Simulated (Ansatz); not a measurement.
CH$_{5}$F$_{3}$GaN, SMILES `C[NH2+][Ga-]([F])([F])[F]`, relaxed with RKS PBE-D4/def2-SVP in the Gaussian-basis code of Ansatz from a rough embedded geometry. The force threshold is 0.03 eV/Å; the program also tests the step.

Total charge 0; spin multiplicity 1.

Start:

```xyz
11

C    -0.018    0.420    1.368
N     0.723   -0.033    0.183
Ga   -0.423   -0.407   -1.342
F    -1.500   -1.650   -0.948
F     0.627   -0.932   -2.715
F    -1.285    1.109   -1.806
H     0.624    0.619    2.189
H    -0.759   -0.371    1.597
H    -0.629    1.386    1.083
H     1.409    0.741   -0.055
H     1.232   -0.882    0.446
```

Q: How much energy does the relaxation release, and in how many steps? (An estimate is asked.)

A: Computed: 53.85 kJ/mol, in 5 steps.

Q: Which bonds change most? (Estimate.)

A: Computed: N2–Ga3 from 1.944 to 2.071 Å; Ga3–F4 from 1.691 to 1.777 Å; C1–H9 from 1.178 to 1.106 Å; C1–H7 from 1.060 to 1.108 Å.

Q: Give the relaxed structure. (Estimate.)

A: The calculation gave: 
```xyz
11

C    -0.074    0.420    1.318
N     0.750   -0.022    0.166
Ga   -0.469   -0.413   -1.462
F    -1.503   -1.664   -0.740
F     0.679   -0.924   -2.709
F    -1.210    1.194   -1.630
H     0.539    0.645    2.213
H    -0.801   -0.382    1.546
H    -0.640    1.317    1.008
H     1.437    0.699   -0.102
H     1.291   -0.869    0.392
```
